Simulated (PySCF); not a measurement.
C4H9NSi, SMILES [SiH3]N1CC=CC1. Geometry: PBE-D3(BJ)/def2-SVP. The structure was generated by enumeration, and PubChem lists no compound with its InChIKey, so it may never have been made. The values are those of a single conformer.

Computed equilibrium geometry at PBE-D3(BJ)/def2-SVP (PySCF confirms it by a frequency run) as Cartesian coordinates in Å, and its point group (one conformer of several):
point group Cs.
```xyz
15

Si     2.0058    -0.0198     0.0000
N      0.2643    -0.0247     0.0000
C     -0.5612     0.0594     1.2081
C     -1.9654    -0.0413     0.6722
C     -1.9654    -0.0413    -0.6722
C     -0.5612     0.0594    -1.2081
H      2.4739    -0.7350     1.2402
H      2.4739    -0.7350    -1.2402
H      2.6506     1.3506     0.0000
H     -0.3229    -0.7577     1.9326
H     -0.4306     1.0174     1.7781
H     -2.8516    -0.0827     1.3214
H     -2.8516    -0.0827    -1.3214
H     -0.4306     1.0174    -1.7781
H     -0.3229    -0.7577    -1.9326
```
Charge 0, spin multiplicity 1.
